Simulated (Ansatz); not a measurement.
Start from `C[NH][Al]([OH])[OH]` and change one atom or group to get `C[NH][Al]([NH2])[OH]`.

Ansatz, PBE0-D4/def2-TZVP geometries, multiplicity 1. Each molecule was computed in one conformer, which needn't be the lowest.

| property | `C[NH][Al]([OH])[OH]` |
| --- | --- |
| HOMO energy (ωB97M-V/def2-TZVPP) / eV | -8.99 |
| HOMO energy (PBE0/def2-TZVPP) / eV | -6.64 |
| HOMO–LUMO gap (ωB97M-V/def2-TZVPP) / eV | 10.39 |
| LUMO energy (PBE0/def2-TZVPP) / eV | -0.13 |
| LUMO energy (PBE/def2-TZVPP) / eV | -0.97 |
| size of the dipole moment (ωB97M-V/def2-TZVPP) / D | 1.62 |

Q: What does the change do to each property? (Best estimate.)

A: Ansatz gave: 
| property | `C[NH][Al]([NH2])[OH]` | shift |
| --- | --- | --- |
| HOMO energy (ωB97M-V/def2-TZVPP) / eV | -8.81 | 0.18 |
| HOMO energy (PBE0/def2-TZVPP) / eV | -6.46 | 0.18 |
| HOMO–LUMO gap (ωB97M-V/def2-TZVPP) / eV | 10.42 | 0.03 |
| LUMO energy (PBE0/def2-TZVPP) / eV | 0.13 | 0.26 |
| LUMO energy (PBE/def2-TZVPP) / eV | -0.70 | 0.27 |
| size of the dipole moment (ωB97M-V/def2-TZVPP) / D | 1.38 | -0.24 |

With PBE0 the HOMO rises by 0.18 eV and the LUMO rises by 0.26 eV, so the gap widens by about 0.08 eV. PBE moves the HOMO by 0.19 eV and ωB97M-V by 0.18 eV. Dipoles are sizes alone; their direction can turn.
